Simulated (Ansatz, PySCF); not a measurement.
This PySCF input computes a CAM-B3LYP/def2-TZVPD energy:

```python
from pyscf import gto, scf, dft

mol = gto.M(
    atom='''
    Na   -0.63922233   -0.48601573   -0.51518672
    O     0.71161054    0.53681843    0.57326082
    H     1.33856133    1.05162562    1.08096734
    ''',
    basis='def2-tzvpd',
    charge=-1,
    spin=1,
    verbose=4,
)

mf = dft.UKS(mol, xc='camb3lyp').density_fit(auxbasis='def2-universal-jkfit')
mf.grids.level = 3
mf.conv_tol = 1e-9
mf.max_cycle = 100
mf.max_memory = 1500
mf.kernel()
if not mf.converged:
    mf = mf.newton()
    mf.kernel(mf.make_rdm1())
for _ in range(2):
    mo, _, stable, _ = mf.stability(return_status=True)
    if stable:
        break
    mf.kernel(mf.make_rdm1(mo, mf.mo_occ))
mf.analyze()
```

Task: Write an input for the same energy in Ansatz (a program for electronic structure) and say what it gives.

Result: 
Ansatz 0.2 input:
```yaml
crystal:
  periodic: [false, false, false]
  atoms:
    - {symbol: Na, position_ang: [-0.63922233, -0.48601573, -0.51518672]}
    - {symbol: O, position_ang: [0.71161054, 0.53681843, 0.57326082]}
    - {symbol: H, position_ang: [1.33856133, 1.05162562, 1.08096734]}
basis:
  gaussian:
    orbitals: def2-TZVPD
hamiltonian:
  xc: {name: CAM-B3LYP}
total_charge: -1
magnetization: {spin_polarized: true, initial_magnetization: 1}
output: {forces: true}
```
It gives -238.15039 Eh, and PySCF -238.15050 Eh, a difference of 0.11 mEh, from the treatment of integrals and grids.
